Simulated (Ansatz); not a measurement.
Mulliken charges of F$_{2}$H$_{2}$O$_{2}$Zr, SMILES `[OH][Zr]([OH])([F])[F]` from r2SCAN/def2-TZVPP in Ansatz (PBE0-D4/def2-TZVP geometry).

```
atom   x (Å)   y (Å)   z (Å)  charge (e)
  O1  -1.315  -0.903  -0.551      -0.552
 Zr2   0.410  -0.239  -0.070       1.510
  O3   0.301   1.494   0.724      -0.552
  F4   1.220  -1.446   1.173      -0.405
  F5   1.500  -0.140  -1.638      -0.405
  H6  -2.224  -1.113  -0.738       0.202
  H7   0.108   2.347   1.101       0.202
```

Problem. By hand: the dipole of these point charges (1 e Å = 4.8032 D).

Solution. Σ q r = (-0.350, 0.204, 0.060) e Å, of length 0.410 e Å = 1.97 D.

Problem. How does the dipole of the full density compare? (Best estimate.)

Solution. Ansatz gave: (-0.594, 0.347, 0.102) e Å, 3.34 D; the point charges give 0.59 times that, at 0° from its direction.

Point charges leave out the atoms' own dipoles, such as those of lone pairs, and Mulliken's split depends on the basis, so the two needn't agree.
